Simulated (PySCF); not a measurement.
A small calculation by hand: entropy of an ideal gas

selenium dioxide cation (O2Se), SMILES O=[Se]=O (connectivity only; charge and spin as stated), charge +1, multiplicity 2.

Geometry optimised at PBE-D3(BJ)/def2-TZVP. The multiplicity is an assumed one; other spin states were not compared.

PBE-D3(BJ)/def2-TZVP run with PySCF gives the harmonic wavenumbers 280, 777, 875 cm⁻¹ and the rotational temperatures 1.8244, 0.3673, 0.3058 K. The molar mass is 110.97 g/mol, the symmetry number 2, the spin multiplicity 2.

**Question.** Work out the entropy at 298.15 K and 1 atm in the rigid-rotor, harmonic-oscillator model.

**Answer.** 
Translation (Sackur–Tetrode at 1 atm): S = R[1.5 ln M + 2.5 ln T − 1.16487] = 167.5 J/(mol K).
Rotation: q = (√π/σ) T^1.5/√(θA θB θC) = 10100, S = R[ln q + 3/2] = 89.1 J/(mol K).
Vibration: with u = 1.4388 ν/T, each mode gives R[u/(e^u − 1) − ln(1 − e^−u)]:
```csv
ν (cm⁻¹),modes,u,S (J/(mol K))
280,1,1.35,6.42
777,1,3.75,0.95
875,1,4.22,0.65
```
These are all the modes. Sum 8.0 J/(mol K).
Spin: R ln 2 = 5.8 J/(mol K).
Total 270.4 J/(mol K); the program's own thermochemistry gives 270.4. Translation makes up 62 % and vibration 3 %. Anharmonicity, hindered rotation and orbital degeneracy are left out.
